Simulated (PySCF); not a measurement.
## Spinor energies of Mn²³⁺ (manganese, charge +23)

Start: 1s2. Calculated with PySCF 2.14 in an even-tempered Gaussian basis (17 s from 2.7 bohr⁻², ratio 2.6; 11 p from 3.5 bohr⁻², ratio 2.6; 6 d from 3.6 bohr⁻², ratio 2.8; 3 f from 160 bohr⁻², ratio 2.8): generalised Hartree-Fock with the X2C-1e Hamiltonian and a Gaussian nucleus; spin-orbit coupling (SO) screened by Boettger's factors.

```csv
spinor shell,electrons,"ε, screened SO (eV)",weight of nominal j (screened SO),"rms radius, screened SO (bohr)"
1s1/2,2,-8146.9,1.000,0.0695
```

```tsv
quantity	screened SO
E (hartree)	-614.47723
M_J	0
⟨J²⟩	0.000
⟨L²⟩	0.000
⟨S²⟩	0.000
```
